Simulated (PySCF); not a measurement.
# From a computed spectrum to the compound

A species of 3 atoms with charge 1 has these harmonic modes (PBE0, small Gaussian bases with core potentials, PySCF 2.14.0):

```
cm⁻¹  km/mol  symmetry
 558    12.6        b2
 581    47.9        a1
 910    51.5        a1
```

(1) Which species is it, and in which structure?

Answers

(1) [Ce(O2)]+ (singlet in the valence; each metal's 4f electrons, 1 of them, lie in its core potential, out of spins and levels):
```xyz
3

Ce    0.0000    0.0000   -0.3576
O     0.7308    0.0000    1.5639
O    -0.7308    0.0000    1.5639
```
Ideal gas at 298.15 K and 1 bar: S = 276.8 J/(mol K), Cp = 44.5 J/(mol K), H − H(0 K) = 11.0 kJ/mol (rigid rotor, harmonic modes, spin degeneracy alone, that of the 4f electrons in the core included). An lcecp potential fixes the number of 4f electrons, so in runs with it no electron can move into or out of that shell.
 The answer isn't unique; the calculation gave this one.
